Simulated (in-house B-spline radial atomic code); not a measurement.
Configurations of the lanthanum ion La²⁺, with energies counted from [Xe] 5d1. Level of theory: scalar-relativistic (X2C) BHandHLYP, spin-polarised, spherical fractional occupations, Fermi nucleus of rms radius 4.855 fm; calculated with an all-electron radial atomic-structure program (B-spline basis). Shells without spins written out take the highest spin.

Caution: exact exchange at fractional occupations of open shells leaves self-interaction of up to several eV.

Occupations are held fixed; configurations that lie above the ionisation limit could autoionise.

```tsv
configuration	E - E(ref) (eV)	highest orbital	its <r> (bohr)
[Xe] 6p1	4.2914	6p up	4.485
[Kr] 4d10 5s2 5p5 5d2	22.814	5d up	2.543
[Kr] 4d10 4f1 5s2 5p5 5d1	25.256	4f up	1.408
[Kr] 4d10 5s2 5p5 5d1 6d1	33.945	6d up	6.129
[Kr] 4d10 5s2 5p5 5d1 6f1	37.687	6f up	10.42
[Kr] 4d9 5s2 5p6 5d1 6s1	115.18	5d up	2.435
```

Order these further configurations by energy, lowest first.
A. [Kr] 4d10 5s2 5p(3 up, 2 down) 5d(1 up, 0 down) 6s(0 up, 1 down)
B. [Kr] 4d9 5s2 5p6 5d1 6f1
C. [Xe] 6f(1 up, 0 down)
D. [Kr] 4d10 5s2 5p5 5d1 6s1
E. [Xe] 5f(0 up, 1 down)

E (10.283 eV), C (12.576 eV), D (24.262 eV), A (24.582 eV), B (128.8 eV).

How far above the reference does [Kr] 4d(4 up, 5 down) 5s2 5p6 5d(0 up, 1 down) 6s(1 up, 0 down) lie?

115.42 eV; its least bound orbital is 6s up with <r> = 3.6 bohr.

How far above the reference does [Kr] 4d9 5s2 5p6 5d1 5f1 lie?

126.39 eV; its least bound orbital is 5f up with <r> = 5.869 bohr.
